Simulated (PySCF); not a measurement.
TiO2, SMILES [O]=[Ti]=[O], multiplicity 1. Geometry: PBE-D3(BJ)/def2-TZVP. The multiplicity is an assumed one; other spin states were not compared. The isomer is the one that the SMILES or the coordinates give; other isomers of the formula were not compared.

Q: Give the equilibrium geometry at PBE-D3(BJ)/def2-TZVP (PySCF confirms it by a frequency run) as a Z-matrix, and its point group. (An estimate is asked for; the answer gives what the named calculation found.)

A: point group C2v.
```
Ti
O 1 1.6504
O 1 1.6504 2 110.53
```
Charge 0, spin multiplicity 1.
